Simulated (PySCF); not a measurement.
# Electronic structure of Br⁺ (bromine, charge +1) at the r2SCAN level

Configuration: [Ar] 3d10 4s2 4p4, high-spin 3P determinant. Computed with PySCF 2.14 in aug-cc-pVTZ-DK, with the spin-free X2C one-electron Hamiltonian (Gaussian nucleus).

```json
{
  "Total energy": "-2605.756 hartree",
  "One-electron energy": "-3607.800 hartree",
  "Hartree (Coulomb) energy": "1094.628 hartree",
  "Exchange-correlation energy": "-92.584 hartree",
  "⟨S²⟩": "2.0045",
  "⟨L²⟩": "2.020",
  "Sum of ⟨r⟩": "22.91 bohr",
  "Sum of ⟨r²⟩": "31.23 bohr²",
  "Traceless quadrupole moment −½Σ⟨3z² − r²⟩ along its main axis": "-1.68 e·bohr²",
  "Langevin diamagnetic susceptibility": "-24.7 ×10⁻⁶ cm³/mol"
}
```

```json
{"shell": "1s α", "electrons": "1", "mean orbital energy (hartree)": "-490.56461", "spread (hartree)": "0", "rms radius, mean of both spins (bohr)": "0.0492"}
{"shell": "1s β", "electrons": "1", "mean orbital energy (hartree)": "-490.55767", "spread (hartree)": "0", "rms radius, mean of both spins (bohr)": "0.0492"}
{"shell": "2s α", "electrons": "1", "mean orbital energy (hartree)": "-64.59511", "spread (hartree)": "0", "rms radius, mean of both spins (bohr)": "0.205"}
{"shell": "2s β", "electrons": "1", "mean orbital energy (hartree)": "-64.59431", "spread (hartree)": "0", "rms radius, mean of both spins (bohr)": "0.205"}
{"shell": "2p α", "electrons": "3", "mean orbital energy (hartree)": "-56.96132", "spread (hartree)": "0.00853", "rms radius, mean of both spins (bohr)": "0.183"}
{"shell": "2p β", "electrons": "3", "mean orbital energy (hartree)": "-56.95639", "spread (hartree)": "0.00357", "rms radius, mean of both spins (bohr)": "0.183"}
{"shell": "3s α", "electrons": "1", "mean orbital energy (hartree)": "-9.39156", "spread (hartree)": "0", "rms radius, mean of both spins (bohr)": "0.590"}
{"shell": "3s β", "electrons": "1", "mean orbital energy (hartree)": "-9.38515", "spread (hartree)": "0", "rms radius, mean of both spins (bohr)": "0.590"}
{"shell": "3p α", "electrons": "3", "mean orbital energy (hartree)": "-6.94834", "spread (hartree)": "0.02443", "rms radius, mean of both spins (bohr)": "0.609"}
{"shell": "3p β", "electrons": "3", "mean orbital energy (hartree)": "-6.94063", "spread (hartree)": "0.01798", "rms radius, mean of both spins (bohr)": "0.609"}
{"shell": "3d α", "electrons": "5", "mean orbital energy (hartree)": "-2.92417", "spread (hartree)": "0.02485", "rms radius, mean of both spins (bohr)": "0.656"}
{"shell": "3d β", "electrons": "5", "mean orbital energy (hartree)": "-2.91345", "spread (hartree)": "0.01610", "rms radius, mean of both spins (bohr)": "0.656"}
{"shell": "4s α", "electrons": "1", "mean orbital energy (hartree)": "-1.18420", "spread (hartree)": "0", "rms radius, mean of both spins (bohr)": "1.75"}
{"shell": "4s β", "electrons": "1", "mean orbital energy (hartree)": "-1.07939", "spread (hartree)": "0", "rms radius, mean of both spins (bohr)": "1.75"}
{"shell": "4p α", "electrons": "3", "mean orbital energy (hartree)": "-0.68890", "spread (hartree)": "0.05953", "rms radius, mean of both spins (bohr)": "2.09"}
{"shell": "4p β", "electrons": "1", "mean orbital energy (hartree)": "-0.61980", "spread (hartree)": "0", "rms radius, mean of both spins (bohr)": "2.09"}
```

Densities and radii are taken from the X2C orbitals without a picture-change correction, which distorts them close to the nucleus.
